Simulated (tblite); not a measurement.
A tight-binding relaxation on `Brc1cc[o+]cc1`.

Computed with GFN2-xTB geometry optimisation, gas phase (tblite 0.8.0). Start geometry: from a force field or distance geometry. A driver script takes a list of jobs; this job's settings line and coordinates (Å) are shown.

Input:
```
{"job": {"kind": "relax", "xc": "GFN2-xTB", "basis": "xTB"}, "charge": 1, "multiplicity": 1}
Br    -2.336100    -1.822400     0.051700
C     -0.855900    -0.655700     0.008200
C     -1.048700     0.704100     0.022900
C      0.026200     1.568400    -0.014200
O      1.351400     1.048200    -0.025700
C      1.513100    -0.362000    -0.036300
C      0.423100    -1.197500    -0.012100
H     -2.055600     1.129400     0.044600
H     -0.110100     2.637000    -0.003700
H      2.524000    -0.768200    -0.050200
H      0.574000    -2.278500    -0.011100
```

Output:
```
step      E/eV     max force
  0    -554.85130    3.502
  1    -555.20368    1.215
  2    -555.27649    1.074
  3    -555.33045    0.751
  4    -555.38907    0.473
  5    -555.40276    0.338
  6    -555.41470    0.268
  7    -555.41965    0.259
  8    -555.42266    0.130
  9    -555.42336    0.071
 10    -555.42354    0.045
 11    -555.42362    0.043
 12    -555.42370    0.024
 13    -555.42374    0.015
 14    -555.42376    0.010
 15    -555.42377    0.009
```

«max force» is the largest atomic force in eV/Å.

Question: From which step on does the largest force stay under 0.1 eV/Å, and how much energy is left to gain from there?

Answer: From step 9 (0.071 eV/Å), 0.4 meV above the end.

In short: energy lowered by 13.2 kcal/mol over 15 steps; largest atomic force 0.009 eV/Å at the end.

Question: Give the final coordinates.

Answer: 0.084 Å rms from the input after alignment:
```
atom  x, y, z in Å
Br1   -2.3641   -1.8338    0.0502
C2    -0.8939   -0.6927    0.0169
C3    -1.0588    0.7057    0.0192
C4     0.0641    1.4928   -0.0060
O5     1.2768    0.9894   -0.0307
C6     1.4613   -0.3108   -0.0325
C7     0.4188   -1.2016   -0.0107
H8    -2.0421    1.1504    0.0409
H9     0.0365    2.5766   -0.0072
H10    2.5036   -0.6084   -0.0521
H11    0.6032   -2.2651   -0.0139
```

Time: under 0.1 s wall. Hardware: one thread, Arm Neoverse V1 (aarch64), shared host with 32 logical CPUs at a one-minute load of 17.
Labels such as C1 count atoms from 1, the log's own numbers from 0.
